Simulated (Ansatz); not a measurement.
Geometry optimisation, RKS revPBE-D4/def2-SVP (Ansatz 0.2.0).

The input (input.yaml):

```yaml
crystal:
  periodic: [false, false, false]
  atoms:
    - { symbol: W, position_ang: [0.070442, 0.014858, -0.082494] }
    - { symbol: F, position_ang: [-0.102454, 0.121787, 1.77795] }
    - { symbol: O, position_ang: [1.914605, -0.451544, -0.164286] }
    - { symbol: H, position_ang: [2.292084, -1.35657, -0.213637] }
    - { symbol: O, position_ang: [-0.327011, 1.839919, -0.215465] }
    - { symbol: H, position_ang: [-0.816458, 2.433801, -0.81545] }
    - { symbol: H, position_ang: [-1.605164, -0.366023, -0.0255] }
    - { symbol: F, position_ang: [-0.0526, -1.908162, -0.045846] }
    - { symbol: Cl, position_ang: [-0.321351, -0.056708, -2.380207] }
    - { symbol: Cl, position_ang: [2.252924, 2.213346, 1.750759] }
    - { symbol: H, position_ang: [1.199783, 1.682796, 2.382276] }
basis:
  gaussian: { orbitals: def2-SVP }
hamiltonian:
  xc: revpbe
  dispersion: d4
relax:
  f_tol: 0.03
  max_steps: 50
```

Launched with:

```bash
$ ansatz run input.yaml --threads 4 --pin off --max-ram 5120MiB --backend cpu --events-out ev --progress --plain --runs-dir out
```

**Question.** Where does it end, and by what steps?

**Answer.** It converged. After 29 steps the energy has fallen by 0.432 eV; H4 moved furthest, 1.91 Å.

| step | energy less start (eV) | largest force component (eV/Å) | accepted |
| --- | --- | --- | --- |
| 0 | 0.0000 | 0.862 | yes |
| 2 | -0.0796 | 0.399 | yes |
| 4 | -0.0989 | 0.170 | yes |
| 6 | -0.1141 | 0.224 | yes |
| 8 | -0.1253 | 0.258 | yes |
| 10 | -0.1386 | 0.394 | yes |
| 12 | -0.1615 | 0.303 | yes |
| 14 | -0.1872 | 0.475 | yes |
| 16 | -0.2330 | 0.764 | yes |
| 18 | -0.2915 | 0.405 | yes |
| 20 | -0.3488 | 0.518 | yes |
| 22 | -0.3991 | 0.295 | yes |
| 24 | -0.4264 | 0.210 | yes |
| 26 | -0.4315 | 0.080 | yes |
| 28 | -0.4323 | 0.041 | yes |
| 29 | -0.4325 | 0.013 | yes |

```xyz
11
Properties=species:S:1:pos:R:3
W -0.036 -0.059 -0.435
F 0.110 0.345 1.513
O 1.823 0.110 -0.266
H 2.365 0.413 0.514
O -0.354 1.720 -0.943
H -1.173 2.237 -1.048
H -1.609 0.159 0.221
F -0.338 -1.835 0.084
Cl -0.548 -0.773 -2.566
Cl 2.774 1.078 2.535
H 1.491 0.773 2.359
```

Run time: 85 s on 4 threads of Arm Neoverse V2, on a shared host, peak memory 0.22 GiB.
